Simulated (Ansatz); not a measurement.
A made-up structure of AlHSeO, singlet:

| atom | x (Å) | y (Å) | z (Å) |
| --- | --- | --- | --- |
| O1 | -1.1218 | -0.6634 | -0.1380 |
| Al2 | 0.1820 | 0.4349 | -0.0749 |
| Se3 | 0.3646 | -1.6838 | 0.6091 |
| H4 | -2.0446 | -0.7721 | 0.1404 |

It is relaxed with PBE-D4/def2-SVP and then PBE0-D4/def2-TZVP (Ansatz 0.2.0). Atoms count as bonded within 1.22 times the sum of their covalent radii (H–H: 0.88 Å). The end point is not checked to be a true minimum.

Does its bonding change? (A judgement: the text doesn't fix the answer.)

By the calculation: No: no bond forms or breaks.

Where it ends: The first stage lowers the energy by 0.72 eV in 9 steps. It ends as AlHSeO ([OH]1[Al][Se]1):
O1  (-1.155, -0.777, -0.297)
Al2  (0.220, 0.610, -0.064)
Se3  (0.250, -1.742, 0.626)
H4  (-1.935, -0.775, 0.271)
(Å)

Labels in which every atom is bracketed show which atoms are joined, not bond orders.

For scale, one of the runs: PBE0-D4/def2-TZVP relaxation, 122 basis functions, launched by `ansatz run in.yaml --threads 2 --pin off --events-out ev --progress --plain --max-ram 4352MiB`. The run took about 16 s on 2 CPU threads of an Arm Neoverse V2 (shared host).
